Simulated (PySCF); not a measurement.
H2OSSe, SMILES [Se](O)S. Heavy atoms are numbered as in [Se:1]([OH:2])[SH:4]. Hydrogens are named by the atom that carries them.

Geometry optimised at PBE-D3(BJ)/def2-TZVP. Other conformers were not sampled.

These are PBE0/pcSseg-2 run with PySCF values and carry that method's errors.

GIAO shieldings, no solvent; atoms alike by connectivity are averaged. δ = σ(ref) − σ: ⁷⁷Se against Me2Se (σ = 1739.2 ppm); ¹⁷O against H2O (σ = 327.8 ppm); ¹H against TMS (σ = 31.54 ppm); ³³S against H2S (σ = 711.3 ppm), references at their B3LYP-D3(BJ)/def2-TZVP geometries, non-relativistic.

```
nucleus    atoms  count  δ (ppm)
-------  -------  -----  -------
⁷⁷Se         Se1      1   1383.2
¹⁷O      O2 (OH)      1     50.3
¹H       H on S4      1     5.56
¹H       H on O2      1     3.89
³³S      S4 (SH)      1    290.3
```
